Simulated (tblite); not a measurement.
Compound: C7H13BO2.
Geometry (GFN2-xTB, Å), atoms numbered from 1 in this order:
```xyz
23
C7H13BO2 angstrom
B     -1.605   -0.988    1.671
O     -2.812   -0.649    1.164
C     -2.888    0.373    0.191
C     -1.597    0.474   -0.619
C     -0.407    0.613    0.337
C      0.928    0.546   -0.407
C      2.193    0.598    0.468
C      2.754   -0.611   -0.294
C      1.372   -0.833   -0.926
O     -0.441   -0.405    1.324
H     -1.572   -1.842    2.467
H     -3.092    1.325    0.700
H     -3.739    0.138   -0.457
H     -1.641    1.326   -1.297
H     -1.469   -0.441   -1.201
H     -0.469    1.583    0.857
H      0.928    1.307   -1.190
H      2.774    1.517    0.420
H      1.964    0.366    1.505
H      3.131   -1.425    0.321
H      3.512   -0.336   -1.025
H      1.351   -0.970   -2.006
H      0.822   -1.640   -0.447
```

Method: GFN2-xTB as coded in tblite; computed harmonic values from a numerical Hessian at the method's own geometry, unscaled. This tight-binding method is rough: wavenumbers can miss measured ones by several per cent, in bad cases by 10 to 20. Modes of hydrogen on boron can be 10 to 20 % off. One conformer, not necessarily the lowest.

Harmonic wavenumbers (cm⁻¹): 66.1, 74.0, 92.5, 175.6, 225.4, 249.1, 332.3, 371.5, 474.1, 490.2, 582.4, 665.5, 729.4, 775.9, 802.5, 818.8, 856.5, 887.7, 919.6, 957.2, 986.8, 993.8, 1022.3, 1035.1, 1041.8, 1062.4, 1091.7, 1112.5, 1132.0, 1143.6, 1177.4, 1184.7, 1187.2, 1202.7, 1207.1, 1232.4, 1241.8, 1252.8, 1255.2, 1259.0, 1284.6, 1306.0, 1327.1, 1333.4, 1342.7, 1460.0, 1462.3, 1465.5, 1479.8, 1489.3, 2661.6, 2841.7, 2889.5, 2931.2, 2959.1, 2987.5, 2996.6, 3001.3, 3003.1, 3012.3, 3019.1, 3024.2, 3034.0.

A = 3215, B = 836.0, C = 770.8 MHz; mass 140.101 u (most abundant isotopes); point group C1, symmetry number 1.

Q: What is the zero-point energy?

A: Half the sum of the wavenumbers: 42840 cm⁻¹ = 512.49 kJ/mol.

Q: What is S at 298.15 K and 1 bar for an ideal gas of classical rigid rotors and harmonic oscillators?

A: Translation 170.49, rotation 123.13, vibration 105.76: S = 399.4 J/(mol K).

Q: And Cp and H(298.15 K) − H(0)?

A: Cp = 158.55 J/(mol K), of which vibrations give 125.29 (their classical limit is 63 R = 523.8); H(298.15 K) − H(0) = 27.04 kJ/mol without the zero-point energy, 17.12 from vibrations.

Q: How do the functions run with temperature in this model?

A: 
```json
{"T (K)": "50", "S (J/(mol K))": "244.5", "Cp (J/(mol K))": "52.3", "H − H(0) (kJ/mol)": "2.02", "G − H(0) (kJ/mol)": "-10.20", "ln q(vib)": "0.37"}
{"T (K)": "100", "S (J/(mol K))": "286.9", "Cp (J/(mol K))": "71.4", "H − H(0) (kJ/mol)": "5.13", "G − H(0) (kJ/mol)": "-23.56", "ln q(vib)": "1.38"}
{"T (K)": "373.15", "S (J/(mol K))": "439.6", "Cp (J/(mol K))": "201.1", "H − H(0) (kJ/mol)": "40.53", "G − H(0) (kJ/mol)": "-123.50", "ln q(vib)": "7.59"}
{"T (K)": "500", "S (J/(mol K))": "507.8", "Cp (J/(mol K))": "265.8", "H − H(0) (kJ/mol)": "70.28", "G − H(0) (kJ/mol)": "-183.60", "ln q(vib)": "10.78"}
{"T (K)": "750", "S (J/(mol K))": "634.0", "Cp (J/(mol K))": "355.4", "H − H(0) (kJ/mol)": "148.85", "G − H(0) (kJ/mol)": "-326.62", "ln q(vib)": "17.37"}
{"T (K)": "1000", "S (J/(mol K))": "744.5", "Cp (J/(mol K))": "411.8", "H − H(0) (kJ/mol)": "245.25", "G − H(0) (kJ/mol)": "-499.25", "ln q(vib)": "23.89"}
```

q(vib) and H(0) count from the zero-point level.

Q: What must be added to the electronic energy to get the Gibbs energy at 298.15 K and 1 bar?

A: ZPE + [H(298.15 K) − H(0)] − T·S = 512.49 + 27.04 − 119.08 = 420.45 kJ/mol.

Q: Which modes carry the vibrational entropy at 298.15 K?

A: 66.1 cm⁻¹: 17.85; 74.0 cm⁻¹: 16.92; 92.5 cm⁻¹: 15.09; 175.6 cm⁻¹: 9.94; 225.4 cm⁻¹: 8.01; 249.1 cm⁻¹: 7.27 J/(mol K); the other 57 give 30.69 together.

Hindered rotation and anharmonicity are outside this model. Other conformers, if any are populated, would add a mixing term that is left out. The structure is chiral; the term R ln 2 for an equal mix with its mirror image is left out.

The run took 0.76 s wall on one thread, Arm Neoverse V2 (aarch64), on a shared host. The figure is for the frequency step alone.
